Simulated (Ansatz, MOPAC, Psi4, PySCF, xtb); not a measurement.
Pair of molecules: CH5N (SMILES CN) (first 7 atoms) with CH2O2 (SMILES O=CO); geometry from B3LYP-D3(BJ)/def2-TZVP, rigid monomers moved along the line of their centres of mass till N2···H12 is 1.91 Å.
(charge 0, multiplicity 1):
```json
[
 {"atom": "C", "x (Å)": "-0.2824", "y (Å)": "0.2170", "z (Å)": "0.0966"},
 {"atom": "N", "x (Å)": "0.8015", "y (Å)": "-0.5139", "z (Å)": "0.7701"},
 {"atom": "H", "x (Å)": "0.0400", "y (Å)": "1.2408", "z (Å)": "-0.0934"},
 {"atom": "H", "x (Å)": "-1.1417", "y (Å)": "0.2460", "z (Å)": "0.7650"},
 {"atom": "H", "x (Å)": "-0.5908", "y (Å)": "-0.2333", "z (Å)": "-0.8514"},
 {"atom": "H", "x (Å)": "1.6234", "y (Å)": "-0.5802", "z (Å)": "0.1808"},
 {"atom": "H", "x (Å)": "0.5002", "y (Å)": "-1.4576", "z (Å)": "0.9896"},
 {"atom": "O", "x (Å)": "-1.0075", "y (Å)": "-0.7999", "z (Å)": "3.5751"},
 {"atom": "C", "x (Å)": "-0.2073", "y (Å)": "-0.0618", "z (Å)": "4.1007"},
 {"atom": "O", "x (Å)": "0.8657", "y (Å)": "0.4542", "z (Å)": "3.5288"},
 {"atom": "H", "x (Å)": "-0.2939", "y (Å)": "0.2685", "z (Å)": "5.1468"},
 {"atom": "H", "x (Å)": "0.9209", "y (Å)": "0.1188", "z (Å)": "2.5647"}
]
```

Monomers are frozen at their geometry in the pair; levels with a basis set take the counterpoise correction. Rows marked so take none.

Correlated levels freeze the cores. Rows in 6-31G* carry no dispersion term and start afresh at each structure (6-31G* with six Cartesian d functions). MP2/6-31G* freezes PySCF's default core. The state that PM7 reach isn't checked; PM7 holds dispersion and hydrogen-bond terms.

Codes used: Ansatz (a program for electronic structure) with Gaussian orbitals; MOPAC for PM7 (differences of heats of formation); Psi4 for SAPT; PySCF for 6-31G* rows, the dispersion terms; xtb for the GFN methods. 

```json
[
 {"level": "PM7", "interaction energy (meV)": "-440.2"},
 {"level": "GFN2-xTB", "interaction energy (meV)": "-457.1"},
 {"level": "HF/6-31G*", "interaction energy (meV)": "-496.9"},
 {"level": "B3LYP/6-31G*", "interaction energy (meV)": "-583.1"},
 {"level": "PBE0-D3(BJ)/def2-TZVPPD", "interaction energy (meV)": "-620.1"},
 {"level": "wB97X-V/def2-TZVPPD", "interaction energy (meV)": "-589.9"},
 {"level": "MP2/6-31G* (no counterpoise)", "interaction energy (meV)": "-705.4"},
 {"level": "MP2/aug-cc-pVDZ", "interaction energy (meV)": "?"},
 {"level": "SAPT0/jun-cc-pV(D+d)Z", "interaction energy (meV)": "-588.5"}
]
```

Task: What belongs in the gaps?

Result: 
- MP2/aug-cc-pVDZ, interaction energy (meV): -546.0
